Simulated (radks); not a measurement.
Results of a calculation; reference values are marked as such.
Question: The antimony ion Sb18+, configuration [Ar] 3d10 4s2 4p3. Level of theory: Dirac Kohn-Sham, exchange-only LDA, spin-unpolarised, spherical densities, point nucleus; open shells are shared between the two j in proportion to 2j + 1 (a radial shooting solver on a logarithmic mesh with Libxc functionals). Some entries of the table are withheld. Estimate them.

orbital  occ.  eigenvalue (hartree)  <r> (bohr)  <1/r> (bohr^-1)
1s1/2       2             -1129.464     0.02845            54.28
2s1/2       2             -186.7730      0.1222              (1)
2p1/2       2             -176.0098      0.1032            12.61
2p3/2       4             -166.7538      0.1087            11.71
3s1/2       2                   (2)      0.3278            4.515
3p1/2       2             -45.55457         (3)              (4)
3p3/2       4             -43.80703         (5)              (6)
3d3/2       4             -36.08234      0.2980            4.070
3d5/2       6             -35.71359      0.3014            4.013
4s1/2       2             -20.24758      0.7108              (7)
4p1/2       1             -18.60179         (8)            1.936
4p3/2       2             -18.15056         (9)            1.871

Answer: 
(1) 2s1/2 <1/r> (bohr^-1): 12.62
(2) 3s1/2 eigenvalue (hartree): -49.94678
(3) 3p1/2 <r> (bohr): 0.3177
(4) 3p1/2 <1/r> (bohr^-1): 4.432
(5) 3p3/2 <r> (bohr): 0.3286
(6) 3p3/2 <1/r> (bohr^-1): 4.210
(7) 4s1/2 <1/r> (bohr^-1): 2.006
(8) 4p1/2 <r> (bohr): 0.7238
(9) 4p3/2 <r> (bohr): 0.7412
